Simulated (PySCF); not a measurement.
Gas-phase reaction: 2 WF6 + H2 + 2 N ⇌ 2 WF4NH + 4 F

Energies from PySCF, thermal terms from the rigid-rotor harmonic-oscillator model, ideal gas at 1 bar. † marks an energy on the PBE0/def2-TZVP geometry and frequencies. MP2 freezes the core. Open shells (unrestricted): N (multiplicity 4), F (multiplicity 2, electronic degeneracy 6); the rest are closed-shell singlets. Spin-orbit splitting is ignored; it lowers the true energy and changes the entropy of F. B3LYP is the form with VWN-RPA correlation. W: scalar-relativistic def2 core potential, no spin-orbit coupling. WF4NH: computed as isolated molecules; such fragments, hydroxides, amides, oligomers or adducts are transient or little studied in the gas. MP2 isn't extrapolated to the basis-set limit; its ΔH°(298 K) is 576.8 kJ in def2-SVP and 584.5 kJ in def2-TZVPP. The harmonic model lacks anharmonicity and excited electronic states, which grow with temperature; levels with a mode under 35 cm⁻¹ are left out. Soft modes under 120 cm⁻¹ make the harmonic entropy rough for WF4NH.

ΔH° and ΔS° at 298 K: B3LYP/def2-TZVP† 570 kJ, 194 J/K; BLYP/def2-TZVP† 606 kJ, 194 J/K; HF/def2-TZVP† 545 kJ, 194 J/K; MP2/def2-SVP† 577 kJ, 194 J/K.

### Question
With the heat capacities included, give log10 K (1 bar) at 500, 800, 1000, 1400, 1600 K from B3LYP/def2-TZVP†, BLYP/def2-TZVP†, HF/def2-TZVP†, MP2/def2-SVP†.

### Answer
```json
[
 {"T (K)": "500", "B3LYP/def2-TZVP†": "-49.4", "BLYP/def2-TZVP†": "-53.3", "HF/def2-TZVP†": "-46.9", "MP2/def2-SVP†": "-50.2"},
 {"T (K)": "800", "B3LYP/def2-TZVP†": "-27.2", "BLYP/def2-TZVP†": "-29.6", "HF/def2-TZVP†": "-25.6", "MP2/def2-SVP†": "-27.7"},
 {"T (K)": "1000", "B3LYP/def2-TZVP†": "-19.8", "BLYP/def2-TZVP†": "-21.7", "HF/def2-TZVP†": "-18.5", "MP2/def2-SVP†": "-20.2"},
 {"T (K)": "1400", "B3LYP/def2-TZVP†": "-11.4", "BLYP/def2-TZVP†": "-12.7", "HF/def2-TZVP†": "-10.4", "MP2/def2-SVP†": "-11.6"},
 {"T (K)": "1600", "B3LYP/def2-TZVP†": "-8.7", "BLYP/def2-TZVP†": "-9.9", "HF/def2-TZVP†": "-7.9", "MP2/def2-SVP†": "-9.0"}
]
```
